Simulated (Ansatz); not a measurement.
The cluster Ga3⁻. Total charge -1; singlet. Geometry PBE-D4/def2-TZVP, that of the neutral doublet.

```xyz
3

Ga    1.318    0.613   -0.107
Ga   -0.135   -1.348    0.539
Ga   -1.183    0.734   -0.431
```

At PBE-D4/def2-TZVPD, r2SCAN-D4/def2-TZVPD the highest occupied level of the charge -1 singlet lies above zero (up to 0.45 eV). By energy differences its removal costs 1.59 eV (vertical, to the charge 0 doublet, at PBE-D4/def2-TZVPD); a positive level beside a positive removal energy at the same level points to self-interaction error. The structure comes from a short search, and lower isomers may exist.

Q: Estimate the orbital energies around the gap (eV) in Ansatz with PBE-D4/def2-TZVPD, r2SCAN-D4/def2-TZVPD, PBE0-D4/def2-TZVPD.

A: 
```tsv
orbital	PBE-D4/def2-TZVPD	r2SCAN-D4/def2-TZVPD	PBE0-D4/def2-TZVPD
HOMO−5	-14.67	-15.22	-18.08
HOMO−4	-6.78	-7.23	-8.27
HOMO−3	-3.14	-3.36	-4.00
HOMO−2	-3.13	-3.36	-4.00
HOMO−1	0.27	0.07	-0.40
HOMO	0.45	0.30	-0.19
LUMO	1.01	0.99	1.58
LUMO+1	1.01	0.99	1.58
LUMO+2	2.68	2.81	3.20
LUMO+3	2.68	2.81	3.20
LUMO+4	3.03	3.69	3.40
LUMO+5	3.03	3.69	3.40
```
